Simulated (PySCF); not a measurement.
CH₄ClGaO.

```xyz
8

Ga    -0.4658    -0.0563     0.0000
H     -2.0055     0.1377     0.0000
Cl     0.4723    -1.9758     0.0000
O      0.6927     1.2834     0.0000
C      0.3477     2.6385     0.0000
H      0.7665     3.1397    -0.8904
H      0.7665     3.1397     0.8904
H     -0.7450     2.8209     0.0000
```
Charge 0, spin multiplicity 1.

Coordinates come from a PBE0-D3(BJ)/def2-SVP optimisation. The structure was generated by enumeration; whether it is a known compound was not checked. One conformer was computed; it need not be the lowest.

All values below come from PBE0/pcSseg-1 in PySCF. Non-relativistic, no solvent.

Question: Give the absolute GIAO shielding of each atom: isotropic value and principal components (ppm). (An estimate is asked for; the answer gives what the named calculation found.)

Answer: 
```
atom  σ(iso)     σ11     σ22     σ33   span
----  ------  ------  ------  ------  -----
Ga1   1393.7  1224.9  1436.2  1519.9  295.0
H2      25.6    19.7    19.8    37.4   17.6
Cl3    902.2   715.6   946.9  1044.0  328.3
O4     224.8    28.8   310.4   335.0  306.2
C5     127.1    96.2   103.2   182.0   85.7
H6      27.2    22.9    24.6    34.1   11.1
H7      27.2    22.9    24.6    34.1   11.1
H8      27.3    23.1    25.3    33.6   10.5
```
